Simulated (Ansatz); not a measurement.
**Question.** Predict a relaxed structure of the cluster Mg₂S₂ (the lowest singlet isomer of a short search), charge 0, singlet, at r2SCAN-D4/def2-TZVP (Ansatz).

**Answer.** 
```csv
atom,x (Å),y (Å),z (Å)
Mg1,1.257,0.348,-0.106
Mg2,-1.257,-0.348,0.106
S3,0.229,-1.260,-1.407
S4,-0.230,1.260,1.407
```
Point group D2h (tolerance 0.1 Å). This is one stationary point.

The structure comes from a short search, and lower isomers may exist.
